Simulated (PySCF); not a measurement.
# How the method changes the shape and vibrations of BClGeHN

These are calculations, not measurements. They come from PySCF 2.14.0, an open-source quantum chemistry program, on an isolated molecule that a program drew, which may never have been made. The molecule is BClGeHN (charge 0, singlet), drawn as the SMILES string `B=[N][Ge][Cl]`.

The geometry was optimised and harmonic frequencies were computed with HF and MP2, all in the cc-pV(D+d)Z basis, for the commonest isotopes, with a restricted reference for singlets and an unrestricted one otherwise, and a frozen core in MP2. Germanium has the cc-pVDZ-PP basis, with a core potential (ECP10MDF) in place of its 10 inner electrons, and its 3s, 3p and 3d shells are frozen in MP2. Each result is a local minimum of its method.

Geometry at the HF minimum:
```xyz
5
BClGeHN, angstrom
B    -2.2419    0.7290   -2.0476
N    -2.0950   -0.0444   -1.0779
Ge   -2.0339   -1.2687    0.2628
Cl   -0.3003   -0.4519    1.4073
H    -2.3775    1.4562   -2.9566
```

Lengths of the bonds as drawn, in Å (atoms numbered as above):
| bond | HF | MP2 |
|---|---|---|
| B1-N2 | 1.249 | 1.278 |
| N2-Ge3 | 1.817 | 1.858 |
| Ge3-Cl4 | 2.232 | 2.212 |
| B1-H5 | 1.172 | 1.181 |

Rotational constants, in GHz:
| constant | HF | MP2 |
|---|---|---|
| A | 6.505 | 6.623 |
| B | 2.495 | 2.423 |
| C | 1.803 | 1.774 |

Harmonic frequencies in cm^-1, each column in rising order, so a row needn't be the same motion in every method:
| rank | HF | MP2 |
|---|---|---|
| 1 | 94 | 84 |
| 2 | 134 | 112 |
| 3 | 270 | 248 |
| 4 | 374 | ? |
| 5 | 571 | 524 |
| 6 | 821 | 704 |
| 7 | 836 | 733 |
| 8 | 1925 | 1776 |
| 9 | 2988 | 2901 |

**Estimate the missing MP2 frequency from the HF column.**

A single factor s that minimises the squared misfit of MP2 against s times HF over the other rows is sum(HF x MP2) / sum(HF^2) = 0.9470, with an rms misfit of 46 cm^-1. For rank 4 it gives 0.9470 x 374 = 354 cm^-1. The calculation gives 392 cm^-1, 38 cm^-1 above the estimate. The drawn bonds are on average 1.1 % longer in MP2 than in HF.
